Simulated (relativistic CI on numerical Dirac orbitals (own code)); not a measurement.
# One change at a time: K IV

Base calculation: Dirac-Coulomb-Breit CI, separate exchange-only KLI orbitals for each configuration, model QED, valence Slater integrals scaled by 0.85, P86 correlation energy added to each configuration.

CI space (outside the closed core [Ne]): 3s2.3p4, 3s.3p5, 3s2.3p3.3d, 3p6, 3s.3p4.3d, 3s2.3p3.4s, 3s2.3p3.4p, 3s2.3p3.4d, 3s2.3p3.5s, 3s2.3p3.4f, 3s2.3p3.5p, 3s2.3p3.5d, 3p5.3d, 3s2.3p3.6s, 3s2.3p3.5f, 3s2.3p3.5g, 3s2.3p3.6p, 3s.3p3.3d2, 3s.3p4.4s, 3s2.3p3.6d, 3s.3p4.4p, 3s.3p4.4d, 3s.3p4.5s, 3s.3p4.4f, 3s.3p4.5p, 3s2.3p2.3d.4p, 3s.3p4.5d, 3s.3p4.6s, 3s.3p4.5f, 3s.3p4.5g, 3s.3p4.6p, 3s2.3p2.3d2, 3s2.3p.3d3, 3s.3p2.3d3, 3s2.3p.3d2.4s, 3s2.3p.3d2.4p, 3s2.3p.3d2.4d, 3p4.3d2, 3p3.3d3, 3p3.3d2.4s, 3p3.3d2.4p, 3p3.3d2.4d, 3s2.3p2.3d.4s, 3s.3p2.3d2.4s, 3s2.3p.3d.4s2, 3s2.3p.3d.4s.4p, 3s2.3p.3d.4s.4d. Double excitations out of closed p, d and f shells are left out; levels of such configurations are missing from the list, as are those of other unlisted configurations, and high levels can miss mixing partners. These lack a partner that the ground configuration has and come out too high: 3s2.3p3.5s, 3s2.3p3.4f, 3s2.3p3.5p, 3s2.3p3.5d, 3s2.3p3.6s.

The lowest level and the first level of each name with at least 55 % of one term (blank where a level has no safe partner in the second run):

| Level | Base (cm⁻¹) | Shift (cm⁻¹) |
| --- | --- | --- |
| 3s2.3p4 3P_2 | 0.0 | 0.0 |
| 3s2.3p4 3P_1 | 1655.4 | -1655.4 |
| 3s2.3p4 3P_0 | 2291.8 | -2291.8 |
| 3s2.3p4 1D_2 | 16056.2 | -946.3 |
| 3s2.3p4 1S_0 | 36497.6 | -1105.0 |
| 3s.3p5 3P°_2 | 139474.8 | -2535.6 |
| 3s.3p5 3P°_1 | 140937.5 | -3998.4 |
| 3s.3p5 3P°_0 | 141724.8 | -4785.7 |
| 3s2.3p3.3d 5D°_0 | 181948.8 | -1527.5 |
| 3s2.3p3.3d 5D°_1 | 181953.6 | -1532.3 |
| 3s2.3p3.3d 5D°_2 | 181962.3 | -1541.0 |
| 3s2.3p3.3d 5D°_3 | 181976.3 | -1555.0 |
| 3s2.3p3.3d 5D°_4 | 182003.4 | -1582.1 |
| 3s2.3p3.3d 3D°_2 | 196143.6 | -1517.2 |
| 3s2.3p3.3d 3D°_3 | 196145.6 | -1519.3 |
| 3s2.3p3.3d 3D°_1 | 196346.8 | -1720.4 |
| 3s2.3p3.3d 1S°_0 | 201589.1 | -1637.2 |
| 3s2.3p3.3d 3F°_2 | 201853.5 | -989.0 |
| 3s2.3p3.3d 3F°_3 | 202342.3 | -1477.7 |
| 3s2.3p3.3d 3F°_4 | 202948.7 | -2084.2 |
| 3s2.3p3.3d 3G°_3 | 213998.4 | -1459.2 |
| 3s2.3p3.3d 3G°_4 | 214063.8 | -1524.6 |

Correlation outside the listed configurations is missing or only estimated: errors of thousands of cm⁻¹ between configurations and terms are usual at this charge. Rates and lifetimes follow the computed energies and can be off by large factors. The fine structure of a lone outer electron comes out too small, for d and f at times inverted, and misplaced configurations move strength between like terms. 30 of the 36 excited levels that our extract of the measured tables holds in this range could be paired (the sources list more); they are missed by 5511 cm⁻¹ on average and 16354 at most, and levels without a partner can miss by more.

(1) One thing was changed in a second run, which moved the levels as shown. Which?
A. Breit term removed
B. self-excluded LDA correlation estimate
C. non-relativistic limit
D. configuration mixing switched off
E. QED terms removed
F. Slater integrals left unscaled

Answers

(1) C. Non-relativistic limit. Without relativity the fine structure collapses and s electrons lose their extra binding.
